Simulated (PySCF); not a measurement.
Compound: [SnCl6]2- (charge -2).
Bonds: Sn1–Cl2, Sn1–Cl3, Sn1–Cl4, Sn1–Cl5, Sn1–Cl6, Sn1–Cl7.

The calculation used PySCF, PBE0-D3(BJ)/def2-SVP geometry optimisation, gas phase, def2 core potentials past Kr.

**Question.** How far are the bound atoms from Sn1?

**Answer.** 6 atoms: Cl2 2.474 Å, Cl7 2.474 Å, Cl3 2.475 Å, Cl4 2.475 Å, Cl5 2.475 Å, Cl6 2.475 Å.

**Question.** List the angles at Sn1.

**Answer.** 
```csv
angle,degrees,distance of the outer atoms (Å)
Cl4–Sn1–Cl5,179.8,4.95
Cl2–Sn1–Cl3,179.8,4.95
Cl6–Sn1–Cl7,179.7,4.95
Cl3–Sn1–Cl4,90.3,3.51
Cl2–Sn1–Cl5,90.3,3.51
Cl3–Sn1–Cl7,90.2,3.50
Cl5–Sn1–Cl7,90.1,3.50
Cl5–Sn1–Cl6,90.1,3.50
Cl3–Sn1–Cl6,90.1,3.50
Cl4–Sn1–Cl6,89.9,3.50
Cl2–Sn1–Cl7,89.9,3.50
Cl2–Sn1–Cl4,89.9,3.50
Cl4–Sn1–Cl7,89.9,3.50
Cl2–Sn1–Cl6,89.8,3.49
Cl3–Sn1–Cl5,89.5,3.48
```

**Question.** What is the shape at Sn1?

**Answer.** Octahedral: the three widest angles are 179.8°, 179.8° and 179.7°, the others run from 89.5° to 90.3°.

**Question.** What are the rotational constants (commonest isotopes, rigid rotor)?

**Answer.** A = 591.6, B = 590.0, C = 588.4 MHz: a spherical top.

Point group: Oh (every atom within 0.08 Å of its image). Charge -2, singlet. Whether so highly charged an anion holds all its electrons in the gas phase wasn't checked; a finite basis holds them in any case. The ion is multiply charged and computed without counter-ions or solvent. The geometry's basis has no diffuse functions, a weakness for an anion. No PBE0-D3(BJ)/def2-SVP frequencies stand behind this structure, so it isn't proved a minimum.
